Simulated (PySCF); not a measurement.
Identify the compound

The spectra below were simulated for a compound C$_{4}$H$_{5}$BF$_{3}$N.

¹H NMR (400 MHz, computed): δ 3.45 (m, 2H), 2.21 (br, 3H).

¹³C{¹H} NMR (computed): δ 162.5 (ddd, J = 374.6, 358.6, 41.1 Hz), 124.4 (ddd, J = 317.2, 54.2, 24.6 Hz), 111.2 (d, J = 4.9 Hz), 18.3 (dd, J = 22.6, 1.8 Hz).

Method: structure optimised with PBE0-D3(BJ)/def2-SVP, J: B3LYP/pcJ-1 (spin–dipole term only in couplings to heteroatoms), shielding tensors at PBE0/pcSseg-1 (GIAO), in PySCF (gas phase, single conformer, equivalent nuclei averaged, non-relativistic).

References, each an isolated molecule treated in the same way: ¹H (31.27 ppm) and ¹³C (184.41 ppm) vs TMS.

**Question.** Deduce the structure.

**Answer.** 
4 carbon signals for 4 carbons: no two carbons are equivalent. Carbon types of the structure: 3 × C, 1 × CH2, leaving 3 H on heteroatoms. δC 162.5, 124.4: fully substituted alkene carbon; as expected for a trigonal carbon in a double bond. δC 111.2: nitrilium-type carbon. δC 18.3: allylic sp3 CH2; a saturated carbon with 2 carbon neighbours and no heteroatom attached. δH 3.45: hydrogen on an allylic sp3 CH2. δH 2.21: hydrogen on a boron bonded to N.

The compound is `C(#[N+][BH3-])CC(F)=C(F)F`.

This is the structure that produced the data.

Hydrogens on boron are broadened and split by ¹¹B (spin 3/2, 80 %) and 10B (spin 3). C–F couplings over four or more bonds (about 3 Hz to the para carbon of a fluoroarene) are left out. Common functionals overestimate the size of one-bond C–F couplings by tens of Hz; these are unscaled. Multiplet labels drop couplings under 1 Hz and merge nearly equal ones. Shifts are as computed. Against solution values, carbons near 30 ppm lie about +2 ppm off and those near 130 ppm about +5 ppm. Of 1313 compounds with measured shifts, 239 miss one by over three times the rms of a fit or turn the order of signals round; such compounds aren't used in these exercises.
